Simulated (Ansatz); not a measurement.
Reaction (ligand exchange at the Si–N bond): `[OH][SnH2][NH][SiH3]` + `O[Si]1(Cl)CO1` → `[SiH3]O[Si]1(Cl)CO1` + `[NH2][SnH2][OH]`

Isolated molecules relaxed with PBE0-D4/def2-TZVP in Ansatz; ΔE leaves out vibrations. CCSD(T)/CBS adds triple-zeta CCSD(T) − MP2 to the extrapolated MP2 energy (def2 sets, frozen cores). DFT in def2-TZVPP. def2 core potentials past Kr. For Sn outer-core shells are correlated without core-valence functions, which leaves a few kJ/mol of doubt a bond. One conformer a species, not always the lowest.

| level | ΔE (kcal/mol) | difference from CCSD(T)/CBS |
| --- | --- | --- |
| PBE-D4 | -7.7 | 1.2 |
| PBE0-D4 | -8.2 | 0.7 |
| ωB97X-V | -9.0 | -0.1 |
| r2SCAN | -9.0 | -0.1 |
| SCS-MP2/def2-TZVPP | -9.1 | -0.2 |
| CCSD/def2-TZVPP | -9.1 | -0.2 |
| CCSD(T)/def2-TZVPP | -8.6 | 0.3 |
| HF/def2-QZVPP | -12.2 | -3.3 |
| HF/CBS(def2) | -12.3 | -3.4 |
| MP2/CBS(def2) | -8.6 | 0.3 |
| CCSD(T)/CBS | -8.9 | 0 |

Largest T1 diagnostic among the species: 0.013.

In def2-TZVPP, CCSD(T) changes the Hartree–Fock value by +3.3 kcal/mol (the triples alone add +0.5 kcal/mol) and MP2 by +3.6 kcal/mol.
